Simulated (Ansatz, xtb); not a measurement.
Relative energy of two isomers of CH10OSeSi3

Structure I: `C[Si@@H]([SiH3])[Se][SiH2]O`, a singlet. Structure II: `C[Si@@H]([SiH3])O[SiH2][SeH]`, a singlet. Both are isolated molecules in the gas phase, relaxed with PBE0-D3(BJ)/def2-SVP; each stands in its lowest conformer found.

Which of the two would you expect CCSD(T)/def2-SVP + ΔMP2/def2-TZVPP electronic energies to favour?

Structure II; the calculation gives E(II) − E(I) = −32.8 kJ/mol.

The same difference at several levels:

```tsv
level	geometry	E(II) − E(I) (kJ/mol)	departure from the last row (kJ/mol)	job, with rough time for the two
PBE0-D3(BJ)/def2-SVP	PBE0-D3(BJ)/def2-SVP	−20.6	+12.2	optimisation, 3.6 min
HF/def2-SVP	PBE0-D3(BJ)/def2-SVP	−42.0	−9.2	part of the CCSD(T) run
MP2/def2-SVP	PBE0-D3(BJ)/def2-SVP	−27.0	+5.8	part of the CCSD(T) run
CCSD(T)/def2-SVP	PBE0-D3(BJ)/def2-SVP	−33.1	−0.3	single point
CCSD(T)/def2-SVP + ΔMP2/def2-TZVPP	PBE0-D3(BJ)/def2-SVP	−32.8		single point, 2.2 min
```

As drawn, II has 1 O–Si, 1 Se–H in place of 1 Se–Si, 1 O–H.

None of the levels shown reverses the order. The largest departure from CCSD(T)/def2-SVP + ΔMP2/def2-TZVPP is that of PBE0-D3(BJ)/def2-SVP, 12.2 kJ/mol. Levels run at GFN2-xTB geometries aren't shown. The last row adds to CCSD(T) the change of the MP2 difference between the two basis sets, here +0.3 kJ/mol.

With thermal terms from frequencies at re-optimised GFN2-xTB minima (ideal gas, soft modes damped towards free rotors, one conformer each, 298.15 K, 1 atm): on the last row, ΔE + ΔZPE = −41.0, ΔH = −41.5, ΔG = −41.7 kJ/mol.

The correlated steps freeze 26 core orbitals; the filled d shell of Se is correlated, in a basis made for valence electrons. Run with Ansatz 0.2.0, xtb 6.7.1; the last row on 4 threads of Arm Neoverse V1 on a shared host.
